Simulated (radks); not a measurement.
Problem. These are the eigenvalues of the occupied orbitals of an atom or ion with whole-number occupations (eV). All-electron calculation, Dirac Kohn-Sham, PBE, spin-unpolarised, spherical densities, finite nucleus; Fermi nuclear charge, rms radius of each element as measured or else 0.836 A^(1/3) + 0.57 fm. Program: a radial shooting solver on a logarithmic mesh with Libxc functionals.

1s1/2: -84539.67
2s1/2: -18049.58
2p1/2: -17499.94
2p3/2: -15644.46
3s1/2: -6790.655
3p1/2: -6567.277
3p3/2: -6106.741
3d3/2: -5774.606

Which element is it, and in what charge state? The configuration may be excited. Open shells, if any, fill j = l - 1/2 first.

Solution. Z = 79, gold, charge +57: Au57+ in [Ar] 3d4. The list shows which subshells hold electrons but not how many an open one holds; the 1s level, -3106.8 hartree, gives Z - s = 78.8 by -(Z - s)^2/2, which with screening and relativity narrows Z to a few neighbours, and the depths of the outer levels then fix element, charge and occupations together.
